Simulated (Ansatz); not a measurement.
The cluster Cu2Te. The state is a triplet with charge 0. Geometry PBE0-D4/def2-TZVPD, that of the charge -1 doublet; atoms count from 1.

Cartesian coordinates in Å:
```
Cu -0.281 0.534 -1.276
Cu 0.771 -1.179 0.076
Te -0.491 0.645 1.200
```

In the def2 sets Te takes a core potential; there is no spin–orbit coupling. At PBE0-D4/def2-TZVPD a singlet of charge 0 lies 1.16 eV below the triplet at the same geometry. The structure comes from a short search, and lower isomers may exist.

(1) Estimate the Mulliken populations from the PBE0/def2-TZVPD orbitals of Ansatz.

(2) Where does the spin sit?

(3) And the Mayer bond orders between heavy atoms (over 0.3)?

Answers

(1) 
```tsv
atom	charge (e)	spin (α − β)	d electrons
Cu1	-0.02	0.44	9.87
Cu2	-0.02	0.44	9.87
Te3	0.05	1.13	–
```
Mulliken values depend strongly on the basis. With diffuse functions, as here, like atoms can get unlike values, and bond orders can come out too low or too high.

(2) Summed by element: Cu 0.87, Te 1.13, of 2 unpaired in all. Largest on single atoms: Te3 1.13, Cu2 0.44, Cu1 0.44.

(3) Cu1–Cu2 0.82 (2.42 Å); Cu1–Te3 0.78 (2.49 Å); Cu2–Te3 0.78 (2.49 Å).
